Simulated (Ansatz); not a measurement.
CH₈AlB₂N, relaxed with RKS PBE-D4/def2-SVP in the Gaussian-basis code of Ansatz from a rough embedded geometry. The force threshold is 0.03 eV/Å; the program also tests the step.

The species carries charge 0 and has multiplicity 1. The bonds changed during the relaxation, so this is another structure than the one it started from.

Start:

```xyz
13

B    -1.056   -0.889   -1.598
N     0.271   -0.681   -0.967
C     0.264    0.507   -0.101
B     1.730    0.883    0.318
Al   -0.678    0.177    1.695
H    -1.723   -1.865   -1.491
H    -1.517   -0.047   -2.351
H     0.441   -1.553   -0.377
H    -0.224    1.318   -0.578
H     2.151    1.961   -0.015
H     2.499    0.113    0.759
H    -0.753    1.296    2.796
H    -1.405   -1.221    1.908
```

| step | energy (eV) | largest force (eV/Å) | largest move (Å) |
| --- | --- | --- | --- |
| 1 | -10590.3575 | 2.984 | 0.000 |
| 2 | -10591.0408 | 2.456 | 0.199 |
| 3 | -10591.4604 | 1.090 | 0.198 |
| 4 | -10591.7486 | 0.947 | 0.200 |
| 5 | -10591.9465 | 0.819 | 0.200 |
| 6 | -10592.0906 | 0.532 | 0.194 |
| 7 | -10592.1662 | 0.380 | 0.195 |
| 8 | -10592.2192 | 0.432 | 0.195 |
| 9 | -10592.2595 | 0.141 | 0.200 |
| 10 | -10592.2769 | 0.189 | 0.200 |
| 11 | -10592.2874 | 0.148 | 0.198 |
| 12 | -10592.2943 | 0.327 | 0.170 |
| 13 | -10592.3085 | 0.252 | 0.157 |
| 14 | -10592.3379 | 0.225 | 0.196 |
| 15 | -10592.3523 | 0.275 | 0.193 |
| 16 (rejected) | -10592.3503 | 0.273 | 0.110 |
| 17 | -10592.3649 | 0.082 | 0.053 |
| 18 (rejected) | -10592.3643 | 0.092 | 0.047 |
| 19 | -10592.3665 | 0.015 | 0.022 |

End:

```xyz
13

B    -1.221   -0.923   -1.911
N    -0.085   -0.784   -1.091
C     0.286    0.335   -0.315
B     1.518    0.456    0.496
Al   -0.132    0.641    1.896
H    -1.363   -1.955   -2.535
H    -2.020   -0.006   -1.955
H     0.596   -1.549   -1.050
H    -0.411    1.183   -0.478
H     1.561    1.472    1.247
H     2.370   -0.390    0.662
H    -1.118    1.894    1.913
H     0.018   -0.374    3.121
```

Run time 29 s (4 threads of an Arm Neoverse V1 on a shared host); peak host memory 0.16 GiB.
